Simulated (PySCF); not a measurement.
PySCF job for oxalic acid (C2H2O4), SMILES O=C(O)C(=O)O, IEF-PCM-PBE0/def2-SVP. Geometry: PBE0-D3(BJ)/def2-SVP. The values are those of a single conformer.

```python
import numpy as np
from pyscf import gto, scf, dft
from pyscf.solvent import pcm

mol = gto.M(
    atom='''
    O    -0.96032978   -1.46196775    0.00000000
    C     0.15898086   -0.75055683    0.00000000
    O     1.26764933   -1.20199255    0.00000000
    C    -0.15898086    0.75055683    0.00000000
    O     0.96032978    1.46196775    0.00000000
    O    -1.26764933    1.20199255    0.00000000
    H    -0.69861203   -2.39591639    0.00000000
    H     0.69861203    2.39591639    0.00000000
    ''',
    basis='def2-SVP',
    charge=0,
    spin=0,
    max_memory=1600,
    verbose=3,
)
mf = dft.RKS(mol, xc='pbe0').density_fit(auxbasis='def2-universal-jkfit')
mf.grids.level = 3
mf.conv_tol = 1e-9
mf.max_cycle = 100
mf.kernel()
res = {}
for name, eps in {'water': 78.355, 'N,N-dimethylformamide': 37.219, 'diethylether': 4.24}.items():
    s = mf.PCM()
    s.with_solvent.method, s.with_solvent.eps, s.with_solvent.lebedev_order = 'IEF-PCM', eps, 29
    s.kernel(mf.make_rdm1())
    res[name] = (s.e_tot, eps, s.dip_moment(), s.mo_energy, s.converged)
    print(f'{name}: electrostatic solvation free energy {(s.e_tot - mf.e_tot) * 627.509474:.3f} kcal/mol')
```

It prints:

```
converged SCF energy = -377.647632991623

WARN: PCM is an experimental feature. It is still in testing.
Features and APIs may be changed in the future.

converged SCF energy = -377.665798772572
Dipole moment(X, Y, Z, Debye): -0.00000,  0.00000, -0.00000
water: electrostatic solvation free energy -11.399 kcal/mol

WARN: PCM is an experimental feature. It is still in testing.
Features and APIs may be changed in the future.

converged SCF energy = -377.665377509727
Dipole moment(X, Y, Z, Debye): -0.00000,  0.00000, -0.00000
N,N-dimethylformamide: electrostatic solvation free energy -11.135 kcal/mol

WARN: PCM is an experimental feature. It is still in testing.
Features and APIs may be changed in the future.

converged SCF energy = -377.659938497494
Dipole moment(X, Y, Z, Debye):  0.00000,  0.00000, -0.00000
diethylether: electrostatic solvation free energy -7.722 kcal/mol
```

The calculation finished and met its thresholds.

Cost: very roughly 50 core-seconds.
